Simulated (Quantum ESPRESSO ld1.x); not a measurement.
Values are calculated unless marked as measured or tabulated.
Excited configurations of the iron ion Fe22+: one electron is placed in a higher orbital outside [He] 2s1. The ground configuration is [He] 2s2. Level of theory: scalar-relativistic Kohn-Sham, LDA (Slater exchange, Perdew-Zunger correlation), spin-polarised, spherical densities, point nucleus; open shells are filled with parallel spins first (ld1.x of Quantum ESPRESSO 7.5). Excitation = E - E(ground); binding = E(ion) - E, where the ion is the core of charge +23; n* = 23/sqrt(2 binding) in atomic units. These energies are relativistic, and a one-electron ion of charge +23 with no core already has n* below n in this formula (scalar-relativistic equation, point nucleus: 3s 2.989, 3d 2.998, 4s 3.988, 4p 3.993, 4f 3.999, 5p 4.993, 5d 4.996, 6p 5.992, 7f 6.997). The quantum defect is therefore taken as that value minus n*, so that it holds no relativistic shift of the bare ion.

3s: excitation (eV) 1097.2; binding (eV) 846.97; n* 2.915; quantum defect 0.074; eigenvalue (eV) -830.14
3d: excitation (eV) 1131.0; binding (eV) 813.15; n* 2.975; quantum defect 0.023; eigenvalue (eV) -790.65
4s: excitation (eV) 1473.7; binding (eV) 470.46; n* 3.911; quantum defect 0.077; eigenvalue (eV) -461.61
4p: excitation (eV) 1481.5; binding (eV) 462.71; n* 3.944; quantum defect 0.049; eigenvalue (eV) -453.51
4f: excitation (eV) 1493.0; binding (eV) 451.15; n* 3.994; quantum defect 0.004; eigenvalue (eV) -439.59
5p: excitation (eV) 1649.2; binding (eV) 294.95; n* 4.940; quantum defect 0.053; eigenvalue (eV) -289.43
5d: excitation (eV) 1652.0; binding (eV) 292.14; n* 4.964; quantum defect 0.033; eigenvalue (eV) -286.30
6p: excitation (eV) 1739.9; binding (eV) 204.29; n* 5.936; quantum defect 0.057; eigenvalue (eV) -200.60
7f: excitation (eV) 1796.1; binding (eV) 148.08; n* 6.972; quantum defect 0.026; eigenvalue (eV) -145.25

The Delta-SCF ionisation energy is 1944.2 eV (NIST Atomic Spectra Database: 1950 eV, semi-empirical). Self-interaction in the functional shifts the binding energies and quantum defects, so they are the method's values and not measured ones.
